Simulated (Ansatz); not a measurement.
Mulliken charges of `[CH3][Al]([NH2])[Br]` from B3LYP/def2-TZVPP in Ansatz (PBE0-D4/def2-TZVP geometry).

```csv
atom,x (Å),y (Å),z (Å),charge (e)
C1,-0.137,1.372,-0.621,-0.438
Al2,-0.064,-0.532,-0.272,0.574
N3,0.329,-1.226,1.297,-0.403
Br4,-0.493,-2.026,-1.923,-0.286
H5,-1.119,1.659,-1.008,0.100
H6,0.060,1.962,0.277,0.091
H7,0.598,1.654,-1.381,0.098
H8,0.543,-0.695,2.125,0.125
H9,0.371,-2.214,1.489,0.139
```

Q: By hand: the dipole of these point charges (1 e Å = 4.8032 D).

A: Σ q r = (0.103, 0.279, 0.405) e Å, of length 0.502 e Å = 2.41 D.

Q: How does the dipole of the full density compare? (Estimate.)

A: The calculation gave: (0.109, 0.249, 0.424) e Å, 2.42 D; the point charges give 1.00 times that, at 4° from its direction.

Point charges leave out the atoms' own dipoles, such as those of lone pairs, and Mulliken's split depends on the basis, so the close match here is no proof of good charges.

B3LYP here is the variant with VWN-RPA as its local correlation; programs differ in this.
